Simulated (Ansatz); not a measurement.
Reactions of CH₆AlInOS (`C[S][AlH][O][InH2]`).

Gas-phase electronic energies from Ansatz, PBE0-D4/def2-TZVP geometries. CCSD(T)/CBS is the MP2 limit (def2-TZVPP, def2-QZVPP) plus CCSD(T) − MP2 in def2-TZVPP, frozen cores. This one scheme is used for every species. DFT in def2-TZVPP. B3LYP here is the variant with VWN-RPA as its local correlation; programs differ in this. Elements past krypton have def2 core potentials. For In, Se outer-core shells are correlated without core-valence functions, which leaves a few kJ/mol of doubt a bond. Scalar relativity is left out up to krypton. One conformer a species, not always the lowest.

```json
{"reaction": "`C[S][AlH][O][InH2]` + CH₃SH → `C[S][InH2]` + `C[S][AlH][OH]`", "PBE-D4 (kJ/mol)": "-47", "CCSD/CBS(def2) (kJ/mol)": "-35", "PBE0-D4 (kJ/mol)": "-48", "B3LYP-D4 (kJ/mol)": "-38"}
{"reaction": "`C[S][AlH][O][InH2]` + `B1CN1` → `[InH2][B]1CN1` + `C[S][AlH][OH]`", "PBE-D4 (kJ/mol)": "37", "CCSD/CBS(def2) (kJ/mol)": "49", "PBE0-D4 (kJ/mol)": "35", "B3LYP-D4 (kJ/mol)": "50"}
{"reaction": "`C[S][AlH][O][InH2]` + `ClCCl` → `Cl[CH](Cl)[InH2]` + `C[S][AlH][OH]`", "PBE-D4 (kJ/mol)": "65", "CCSD/CBS(def2) (kJ/mol)": "75", "PBE0-D4 (kJ/mol)": "67", "B3LYP-D4 (kJ/mol)": "75"}
{"reaction": "`C[S][AlH][O][InH2]` + H₂Se → `[SeH][InH2]` + `C[S][AlH][OH]`", "PBE-D4 (kJ/mol)": "-73", "CCSD/CBS(def2) (kJ/mol)": "-66", "PBE0-D4 (kJ/mol)": "-77", "B3LYP-D4 (kJ/mol)": "-66"}
```

Question: Give the CCSD(T)/CBS values in the same order. (Estimate.)

Answer: The calculation gave: -36, 49, 73, -65 kJ/mol.

Largest T1 diagnostic: 0.015, for `C[S][AlH][O][InH2]`.
